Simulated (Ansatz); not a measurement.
Consider the ligand exchange at the Si–C bond: `COC(O)[SiH3]` + `[NH2][AlH2]` → `[AlH2][NH][SiH3]` + `COCO`.

Isolated molecules relaxed with PBE0-D4/def2-TZVP in Ansatz; ΔE leaves out vibrations. CCSD(T)/CBS adds triple-zeta CCSD(T) − MP2 to the extrapolated MP2 energy (def2 sets, frozen cores). This one scheme is used for every species. Functionals use def2-TZVPP. B3LYP here is the variant with VWN-RPA as its local correlation; programs differ in this. Each species was taken in one conformer, which may not be the lowest.

`COC(O)[SiH3]`:

Cartesian coordinates in Å:
```
C -0.473 1.434 -1.318
O 0.102 0.957 -0.127
C 0.009 -0.429 0.036
O -1.310 -0.881 0.234
Si 1.013 -0.876 1.594
H -0.209 2.487 -1.409
H -1.566 1.350 -1.304
H -0.081 0.892 -2.190
H 0.435 -0.921 -0.858
H -1.735 -1.023 -0.616
H 2.406 -0.385 1.436
H 0.381 -0.253 2.782
H 1.028 -2.355 1.741
```

`[NH2][AlH2]`:

Z-matrix (Å, degrees):
```
N
Al 1 1.766
H 1 1.007 2 124.9
H 1 1.007 2 124.9 3 180.0
H 2 1.583 1 117.9 3 -180.0
H 2 1.583 1 117.9 3 0.0
```

`[AlH2][NH][SiH3]`:

Z-matrix (Å, degrees):
```
Si
N 1 1.727
H 1 1.490 2 112.2
H 1 1.485 2 107.4 3 -119.7
H 1 1.490 2 112.2 3 120.6
Al 2 1.782 1 129.3 3 119.7
H 2 1.012 1 114.6 3 -60.3
H 6 1.583 2 117.4 1 180.0
H 6 1.580 2 118.1 1 0.0
```

`COCO`:

Z-matrix (Å, degrees):
```
C
O 1 1.410
H 1 1.090 2 107.2
H 1 1.098 2 110.9 3 118.9
H 1 1.094 2 111.6 3 -119.7
C 2 1.391 1 113.3 3 -179.1
O 6 1.398 2 113.5 1 -67.9
H 6 1.095 2 105.4 1 169.5
H 6 1.097 2 111.0 1 50.4
H 7 0.962 6 108.0 2 -64.4
```

```csv
level,ΔE (kcal/mol),difference from CCSD(T)/CBS
PBE-D4,-18.3,2.5
r2SCAN-D4,-20.2,0.6
PBE0-D4,-19.9,0.9
B3LYP-D4,-20.2,0.6
ωB97X-V,-20.3,0.5
ωB97M-V,-20.2,0.6
B2PLYP,-21.2,-0.4
PBE,-18.5,2.3
r2SCAN,-20.3,0.5
PBE0,-20.1,0.7
B3LYP,-20.5,0.3
HF/def2-TZVPP,-24.6,-3.8
MP2/def2-TZVPP,-21.9,-1.1
SCS-MP2/def2-TZVPP,-22.3,-1.5
CCSD/def2-TZVPP,-21.7,-0.9
CCSD(T)/def2-TZVPP,-21.2,-0.4
HF/def2-QZVPP,-24.7,-3.9
MP2/def2-QZVPP,-21.8,-1.0
SCS-MP2/def2-QZVPP,-22.1,-1.3
HF/CBS(def2),-24.7,-3.9
MP2/CBS(def2),-21.5,-0.7
CCSD/CBS(def2),-21.3,-0.5
CCSD(T)/CBS,-20.8,0
```

Largest T1 diagnostic among the species: 0.012.

From PBE to PBE0 (25 % exact exchange), in def2-TZVPP and without D4, ΔE moves by −1.6 kcal/mol. In def2-TZVPP, CCSD(T) changes the Hartree–Fock value by +3.4 kcal/mol (the triples alone add +0.5 kcal/mol) and MP2 by +2.7 kcal/mol.

CCSD(T)/CBS has its own doubt, a few kJ/mol and more with outer-core shells, so smaller differences from it don't rank the levels.
